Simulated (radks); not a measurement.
All-electron atom: Ti2+ in [Ar] 4p2 (not the ground configuration). Calculated with a radial shooting solver on a logarithmic mesh with Libxc functionals: scalar-relativistic Kohn-Sham, PBE, spin-unpolarised, spherical densities, finite nucleus; Fermi nuclear charge, rms radius 3.5921 fm.

Normalised radial functions P(r) = r R(r), r in bohr:

| r | 1s | 2s | 4p |
|---|---|---|---|
| 0.003396 | 0.6604 | 0.1953 | 0.0005 |
| 0.004423 | 0.8378 | 0.2476 | 0.0009 |
| 0.005759 | 1.0557 | 0.3116 | 0.0015 |
| 0.007499 | 1.3186 | 0.3886 | 0.0024 |
| 0.009764 | 1.6280 | 0.4785 | 0.0040 |
| 0.01271 | 1.9801 | 0.5793 | 0.0065 |
| 0.01669 | 2.3738 | 0.6888 | 0.0106 |
| 0.02173 | 2.7585 | 0.7893 | 0.0170 |
| 0.0283 | 3.1015 | 0.8650 | 0.0267 |
| 0.03685 | 3.3411 | 0.8878 | 0.0410 |
| 0.04798 | 3.4055 | 0.8209 | 0.0614 |
| 0.06247 | 3.2315 | 0.6241 | 0.0886 |
| 0.08135 | 2.7958 | 0.2676 | 0.1222 |
| 0.1068 | 2.1255 | -0.2633 | 0.1591 |
| 0.139 | 1.3934 | -0.8734 | 0.1881 |
| 0.181 | 0.7491 | -1.4425 | 0.1952 |
| 0.2357 | 0.3118 | -1.7950 | 0.1617 |
| 0.307 | 0.0934 | -1.7944 | 0.0736 |
| 0.3997 | 0.0183 | -1.4426 | -0.0648 |
| 0.5205 | 0.0021 | -0.9088 | -0.2180 |
| 0.6832 | 0.0001 | -0.4188 | -0.3213 |
| 0.8896 | 0.0000 | -0.1382 | -0.2917 |
| 1.158 | 0.0000 | -0.0293 | -0.1005 |
| 1.508 | 0.0000 | -0.0036 | 0.2022 |
| 1.964 | 0.0000 | -0.0002 | 0.4957 |
| 2.557 | 0.0000 | 0.0000 | 0.6538 |
| 3.33 | 0.0000 | 0.0000 | 0.5955 |
| 4.371 | 0.0000 | 0.0000 | 0.3666 |
| 5.692 | 0.0000 | 0.0000 | 0.1527 |
| 7.411 | 0.0000 | 0.0000 | 0.0386 |
| 9.65 | 0.0000 | 0.0000 | 0.0052 |

1s: eigenvalue -4901.5 eV, 0 radial nodes, <r> = 0.0696 bohr, 90 % of the charge inside 0.124 bohr. 2s: eigenvalue -571.58 eV, 1 radial node at r = 0.0942 bohr, <r> = 0.325 bohr, 90 % of the charge inside 0.505 bohr. 4p: eigenvalue -16.823 eV, 2 radial nodes at r = 0.356, 1.27 bohr, <r> = 3.02 bohr, 90 % of the charge inside 4.38 bohr.
